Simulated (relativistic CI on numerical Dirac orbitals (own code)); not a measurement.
**Pm22+: q coefficients and field-shift factors**

These numbers are calculated, not measured: Dirac-Coulomb-Breit CI, KLI orbitals optimised for each configuration, derivatives by finite differences, unscaled Slater integrals, QED left out (own radial code, finite nucleus).

Configuration list (outside the closed core [Ar] 3d10): 4s²4p⁶4d³, 4s²4p⁵4d⁴, 4s²4p⁶4d²4f, 4s²4p⁶4d4f², 4s4p⁶4d⁴, 4p⁶4d⁵, 4s²4p⁶4d²5s, 4s²4p⁶4d²5p. Levels of other configurations are missing.

With x = (α/α₀)² − 1 an excitation energy changes as ω = ω₀ + qx; K = 2q/ω₀ is the relative enhancement. Terms are leading LS components, so labels can repeat. The field-shift factor is F = δν/δ⟨r²⟩ for the transition from the lowest level.

Lowest level 4s²4p⁶4d³ ⁴F3/2.

| Level | ω₀ (cm⁻¹) | q (cm⁻¹) | K | F (GHz/fm²) |
| --- | --- | --- | --- | --- |
| 4s²4p⁶4d³ ⁴F5/2 | 30995 | 41370 | 2.67 | 0.654 |
| 4s²4p⁶4d³ ⁴F7/2 | 49329 | 51040 | 2.07 | 0.812 |
| 4s²4p⁶4d³ ⁴P3/2 | 49755 | 34220 | 1.38 | 0.404 |
| 4s²4p⁶4d³ ²G9/2 | 57366 | 45860 | 1.6 | 0.796 |
| 4s²4p⁶4d³ ⁴P1/2 | 58328 | 39570 | 1.36 | 0.413 |
| 4s²4p⁶4d³ ²G7/2 | 88296 | 76250 | 1.73 | 1.17 |
| 4s²4p⁶4d³ ⁴P5/2 | 88465 | 64640 | 1.46 | 0.767 |
| 4s²4p⁶4d³ ²H9/2 | 94158 | 83230 | 1.77 | 1.45 |
| 4s²4p⁶4d³ ²D3/2 | 102862 | 83390 | 1.62 | 1.03 |
| 4s²4p⁶4d³ ²P1/2 | 109089 | 84600 | 1.55 | 1.21 |
| 4s²4p⁶4d³ ²H11/2 | 119236 | 84930 | 1.42 | 1.62 |
| 4s²4p⁶4d³ ²D5/2 | 123150 | 85760 | 1.39 | 0.867 |
| 4s²4p⁶4d³ ²F5/2 | 132244 | 71810 | 1.09 | 1.02 |
| 4s²4p⁶4d³ ²F7/2 | 139263 | 81830 | 1.18 | 1.16 |
| 4s²4p⁶4d³ ²G9/2 | 144970 | 126700 | 1.75 | 2.01 |
| 4s²4p⁶4d³ ²P3/2 | 152280 | 118000 | 1.55 | 1.8 |
| 4s²4p⁶4d³ ²D3/2 | 194320 | 98670 | 1.02 | 1.42 |
| 4s²4p⁶4d³ ²D5/2 | 203796 | 118300 | 1.16 | 1.92 |
| 4s²4p⁵4d⁴ ⁶D°3/2 | 857239 | 42450 | 0.099 | 3.96 |
| 4s²4p⁵4d⁴ ⁶D°5/2 | 866763 | 79330 | 0.183 | 4.56 |
| 4s²4p⁵4d⁴ ⁶D°7/2 | 874325 | 93970 | 0.215 | 4.89 |
| 4s²4p⁵4d⁴ ⁶D°9/2 | 883117 | 97870 | 0.222 | 5.07 |
| 4s²4p⁵4d⁴ ⁶D°1/2 | 886469 | 87550 | 0.198 | 3.81 |

At this charge energies of transitions that change n are usually good to better than 1 %, and those within a shell (Δn = 0) to a few per cent. Terms inside the open d or f shell come out 10 to 20 % too wide with unscaled integrals.
